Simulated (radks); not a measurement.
The numbers below are computed, except where a source is named.
Task: Neutral promethium: order these configurations by energy. Code: a radial shooting solver on a logarithmic mesh with Libxc functionals. Model: scalar-relativistic Kohn-Sham, BLYP, spin-polarised, spherical densities, finite nucleus; Fermi nuclear charge, rms radius of each element as measured or else 0.836 A^(1/3) + 0.57 fm. Open shells are filled with parallel spins first. [Xe] 4f4 5d1 6s2; [Xe] 4f4 6s2 6p1; [Xe] 4f5 5d1 6s1; [Xe] 4f5 6s1 6p1; [Xe] 4f5 6s2.

Result: From the lowest, in eV above it: [Xe] 4f5 6s2 0.000; [Xe] 4f5 5d1 6s1 1.331; [Xe] 4f5 6s1 6p1 1.963; [Xe] 4f4 5d1 6s2 3.149; [Xe] 4f4 6s2 6p1 5.448.
